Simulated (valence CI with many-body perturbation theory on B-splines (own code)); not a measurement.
## Valence orbitals of In XVII

Method: valence CI with perturbative core correlation (CI+MBPT): five valence electrons over a frozen Dirac-Fock core [Ar] 3d10, a basis of 11 s, 11 p, 10 d, 8 f, 5 g, 2 h functions for each j, with the one-electron correlation potential Σ1 (screened to all orders), the two-electron term Σ2, the three-electron term Σ3, Breit, model QED; selected single and double excitations, second order for the rest, scaled by the run's own slope (own B-spline code, finite nucleus).

No measured levels were compared; by estimate levels hold to about 250 cm⁻¹ or 0.2 % of their energy and the worst to 1 %, as in measured heavy ions of charge 2 to 7; those with d or f electrons hold less well. Among the levels kept, up to 2200 cm⁻¹ of a level comes from second order outside the variational space, and about a tenth of that is noise between levels of different J, which matters for small intervals.

These are the spectroscopic orbitals of the CI (the correlating ones are not listed), shaped by the core and the other valence electrons. h is the expectation value of the core's Dirac-Fock operator, without the valence repulsion; Σ1 is computed up to l = 3 at one energy for each symmetry, that of its lowest orbital but kept below the first core excitation, so for empty shells it is not the orbital's own correlation shift; Breit and QED include the response of the core.

```
Orbital  h (hartree)  Σ1 (cm⁻¹)  Breit (cm⁻¹)  QED (cm⁻¹)  ⟨r⟩ (bohr)
  4s1/2      -21.724     -11280          1869        1431      0.7675
  5s1/2      -12.406      -3548           741         570       1.377
  6s1/2      -8.0261      -1603           361         281       2.171
  7s1/2      -5.6221       -879           206         160       3.135
  8s1/2      -4.1578       -538           129         100       4.275
  9s1/2      -3.1995       -354          86.0        67.0       5.592
  4p1/2      -20.136     -10965          2856       -67.4      0.7879
  5p1/2      -11.665      -3528          1140       -26.4       1.431
  6p1/2      -7.6313      -1654           578       -13.3       2.250
  7p1/2      -5.3866       -924           335        -7.7       3.242
  8p1/2      -4.0062       -572           212        -4.8       4.410
  9p1/2      -3.0964       -380           143        -3.3       5.754
  4p3/2      -19.751     -10228          1780        70.1      0.8052
  5p3/2      -11.496      -3362           714        28.4       1.454
  6p3/2      -7.5416      -1590           378        14.6       2.278
  7p3/2      -5.3334       -893           220         8.5       3.275
  8p3/2      -3.9721       -555           139         5.4       4.449
  9p3/2      -3.0732       -369          93.9         3.6       5.798
  4d3/2      -17.148      -9768           944       -79.2      0.8427
  5d3/2      -10.293      -3389           401       -32.5       1.552
  6d3/2      -6.8965      -1694           216       -17.3       2.424
  7d3/2      -4.9463       -980           130       -10.3       3.471
  8d3/2      -3.7215       -621          84.2        -6.6       4.695
  4d5/2      -17.073      -9563           508       -40.2      0.8475
  5d5/2      -10.259      -3329           211       -16.4       1.558
  6d5/2      -6.8779      -1665           114        -8.6       2.431
  7d5/2      -4.9351       -964          67.9        -5.1       3.480
  8d5/2      -3.7142       -611          43.8        -3.3       4.705
  4f5/2      -14.327      -8323           162       -23.6      0.8756
  5f5/2      -9.0537      -2944          83.2       -12.6       1.648
  6f5/2      -6.2326      -1474          47.4        -7.4       2.579
  7f5/2      -4.5472       -857          29.3        -4.6       3.686
  4f7/2      -14.319      -8214          -8.5       -16.0      0.8766
  5f7/2      -9.0487      -2899          -4.5        -8.7       1.649
  6f7/2      -6.2294      -1451          -2.6        -5.1       2.581
  7f7/2      -4.5451       -843          -1.7        -3.2       3.688
  5g7/2      -8.5998                      0.8        -1.2       1.569
  6g7/2      -5.9729                      0.8        -0.8       2.525
  7g7/2      -4.3845                      0.6        -0.6       3.660
  5g9/2      -8.5981                     -3.1         0.3       1.570
  6g9/2      -5.9719                     -3.0         0.0       2.526
  7g9/2      -4.3839                     -2.3         0.0       3.661
  6h9/2      -5.9124                                            2.286
 6h11/2      -5.9117                                            2.286
```

Among the shells of the start configuration 4s2 4p3, Σ1 is largest in size for 4s1/2, where it is 0.24 % of h.

Lowest root of each symmetry, sizes in configuration state functions:

| J | Parity | Roots | Reference | Variational | Second order | Change by selected CI (cm⁻¹) | Change by second order (cm⁻¹) |
| --- | --- | --- | --- | --- | --- | --- | --- |
| 1/2 | even | 9 | 85 | 31983 | 1742627 | -8829 | -181 |
| 3/2 | even | 12 | 136 | 31988 | 2671149 | -7936 | -462 |
| 5/2 | even | 11 | 142 | 31917 | 3512870 | -7590 | -564 |
| 7/2 | even | 6 | 107 | 31921 | 3484452 | -9607 | -720 |
| 9/2 | even | 3 | 70 | 31899 | 3218645 | -10329 | -644 |
| 1/2 | odd | 23 | 111 | 31802 | 2003916 | -8676 | -494 |
| 3/2 | odd | 35 | 191 | 31996 | 3607369 | -6742 | -700 |
| 5/2 | odd | 35 | 213 | 31942 | 5093059 | -6721 | -1129 |
| 7/2 | odd | 28 | 189 | 31945 | 5490206 | -8330 | -708 |
| 9/2 | odd | 16 | 133 | 31767 | 5653247 | -8532 | -647 |
| 11/2 | odd | 5 | 78 | 31975 | 3953064 | -11777 | -902 |
